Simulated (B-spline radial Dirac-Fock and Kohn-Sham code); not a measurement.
**How core holes in Rh³⁺ decay**

System: the Rh³⁺ ion, [Kr] 4d5 5s1 (an excited configuration).

Input of the calculation (task.json; shells as n, l, electrons):

```json
{"items": [{
  "Z": 45,
  "q": 3,
  "cfg": [[1, 0, 2], [2, 0, 2], [2, 1, 6], [3, 0, 2], [3, 1, 6], [3, 2, 10], [4, 0, 2], [4, 1, 6], [4, 2, 5], [5, 0, 1]],
  "A": 103,
  "rrms": 4.4945,
  "do": ["binding", "quiet", "decay"],
  "holes": ["K", "L1", "L2", "L3", "M1", "M2", "M3", "M4", "M5", "N1", "N2", "N3"]
}]}
```

Launch: `python xray_run.py task.json out`

The computed values come from a radial B-spline solver: independent-particle rates on relativistic LDA orbitals of the hole state (multipoles up to L = 3, Coulomb Auger matrix elements, transition energies from Dirac-Fock).

Partial widths are in eV. Coster-Kronig decay leaves a hole in the same principal shell; its rates are the weakest part of the model, often 1.5 to 2.5 times too large and more for N holes. Holes without an open Auger channel, or with an unreliable SCF state, are not listed.

```
 hole  radiative  Auger  Coster-Kronig  total  fluorescence yield  lifetime (fs)
   1s       4.55   1.09              0   5.64               0.806          0.117
   2s     0.0634   1.15           1.14   2.36              0.0269          0.279
2p1/2     0.0982   1.71          0.271   2.08              0.0472          0.316
2p3/2     0.0946   1.87              0   1.96              0.0482          0.336
   3s    0.00123  0.241           6.63   6.87            0.000179         0.0958
3p1/2    0.00106  0.264           3.25   3.51            0.000303          0.187
3p3/2   0.000974  0.273           3.65   3.92            0.000248          0.168
3d3/2   7.27e-05  0.198              0  0.198            0.000367           3.32
3d5/2   6.59e-05  0.204              0  0.204            0.000323           3.22
4p1/2   4.83e-05      0          0.140  0.140            0.000345           4.70
4p3/2   4.25e-05      0          0.151  0.151            0.000282           4.36
```
